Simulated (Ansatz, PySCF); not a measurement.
Ge(SiH3)2 (GeH6Si2), SMILES [Ge]([SiH3])[SiH3] (connectivity only; charge and spin as stated), neutral, multiplicity 1. Atoms are numbered in the order given.

```xyz
9

Ge     0.4435    -0.2002     0.9349
Si     0.8163     1.5131    -0.8010
H     -0.4046     2.3789    -0.6757
H      0.8768     1.0118    -2.2092
H      2.0133     2.3731    -0.5529
Si    -0.8843    -1.4986    -0.6895
H      0.1665    -2.2901    -1.4144
H     -1.6342    -0.6980    -1.7068
H     -1.8309    -2.4674    -0.0580
```

Geometry: B3LYP-D3(BJ)/def2-SVP. The structure was generated by enumeration; whether it is a known compound was not checked.

Two levels are set side by side: PBE-D3(BJ)/def2-SVP (Ansatz, a program for electronic structure) and B3LYP-D3(BJ)/def2-SVP (Ansatz). Each level has its own optimised geometry; the coordinates shown are those of the second. Frequencies come from the Hessian of PySCF at each geometry. Differences are taken from unrounded values.

```json
[
 {"quantity": "mean bond length (Å)", "B3LYP-D3(BJ)": "1.740", "PBE-D3(BJ)": "1.748", "PBE-D3(BJ) minus B3LYP-D3(BJ)": "0.008"},
 {"quantity": "bond Ge1–Si2 (Å)", "B3LYP-D3(BJ)": "2.467", "PBE-D3(BJ)": "2.457", "PBE-D3(BJ) minus B3LYP-D3(BJ)": "-0.010"},
 {"quantity": "bond Ge1–Si6 (Å)", "B3LYP-D3(BJ)": "2.467", "PBE-D3(BJ)": "2.457", "PBE-D3(BJ) minus B3LYP-D3(BJ)": "-0.010"},
 {"quantity": "bond Si2–H3 (Å)", "B3LYP-D3(BJ)": "1.502", "PBE-D3(BJ)": "1.518", "PBE-D3(BJ) minus B3LYP-D3(BJ)": "0.016"},
 {"quantity": "bond Si2–H4 (Å)", "B3LYP-D3(BJ)": "1.496", "PBE-D3(BJ)": "1.510", "PBE-D3(BJ) minus B3LYP-D3(BJ)": "0.014"},
 {"quantity": "bond Si2–H5 (Å)", "B3LYP-D3(BJ)": "1.495", "PBE-D3(BJ)": "1.508", "PBE-D3(BJ) minus B3LYP-D3(BJ)": "0.013"},
 {"quantity": "bond Si6–H7 (Å)", "B3LYP-D3(BJ)": "1.502", "PBE-D3(BJ)": "1.518", "PBE-D3(BJ) minus B3LYP-D3(BJ)": "0.016"},
 {"quantity": "bond Si6–H8 (Å)", "B3LYP-D3(BJ)": "1.496", "PBE-D3(BJ)": "1.510", "PBE-D3(BJ) minus B3LYP-D3(BJ)": "0.014"},
 {"quantity": "bond Si6–H9 (Å)", "B3LYP-D3(BJ)": "1.495", "PBE-D3(BJ)": "1.508", "PBE-D3(BJ) minus B3LYP-D3(BJ)": "0.013"},
 {"quantity": "highest harmonic wavenumber (cm⁻¹)", "B3LYP-D3(BJ)": "2204", "PBE-D3(BJ)": "2149", "PBE-D3(BJ) minus B3LYP-D3(BJ)": "-55"},
 {"quantity": "mean harmonic wavenumber (cm⁻¹)", "B3LYP-D3(BJ)": "1008", "PBE-D3(BJ)": "972", "PBE-D3(BJ) minus B3LYP-D3(BJ)": "-36"},
 {"quantity": "zero-point energy (kcal/mol)", "B3LYP-D3(BJ)": "30.27", "PBE-D3(BJ)": "29.19", "PBE-D3(BJ) minus B3LYP-D3(BJ)": "-1.09"}
]
```

GGA bonds tend to be longer and softer than those of functionals with exact exchange. Differences between two approximate levels are no errors against the true value.
